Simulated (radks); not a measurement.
All-electron atom: Au in [Xe] 4f14 5d10 6s1 (the NIST ground configuration). Calculated with a radial shooting solver on a logarithmic mesh with Libxc functionals: scalar-relativistic Kohn-Sham, PBE, spin-polarised, spherical densities, point nucleus; open shells are filled with parallel spins first (spin-orbit coupling, left out, can overturn this in heavy ions); hard spherical wall at 3.5 bohr.

Normalised radial functions P(r) = r R(r), r in bohr:

| r | 6p up |
|---|---|
| 0.0006341 | 0.0006 |
| 0.0008324 | 0.0009 |
| 0.001093 | 0.0014 |
| 0.001446 | 0.0022 |
| 0.001897 | 0.0035 |
| 0.002491 | 0.0054 |
| 0.003269 | 0.0084 |
| 0.004291 | 0.0130 |
| 0.005678 | 0.0203 |
| 0.007452 | 0.0307 |
| 0.009782 | 0.0455 |
| 0.01284 | 0.0656 |
| 0.01685 | 0.0908 |
| 0.02212 | 0.1185 |
| 0.02927 | 0.1420 |
| 0.03842 | 0.1469 |
| 0.05043 | 0.1163 |
| 0.06619 | 0.0373 |
| 0.08688 | -0.0804 |
| 0.115 | -0.1881 |
| 0.1509 | -0.1928 |
| 0.1981 | -0.0443 |
| 0.26 | 0.1871 |
| 0.3412 | 0.3025 |
| 0.4515 | 0.1323 |
| 0.5926 | -0.2279 |
| 0.7778 | -0.4798 |
| 1.021 | -0.3719 |
| 1.34 | 0.0831 |
| 1.773 | 0.6405 |
| 2.327 | 0.8912 |
| 3.055 | 0.4775 |

6p up (empty): eigenvalue 18.267 eV, 4 radial nodes at r = 0.0726, 0.209, 0.502, 1.29 bohr, <r> = 2.16 bohr, 90 % of the charge inside 2.86 bohr.
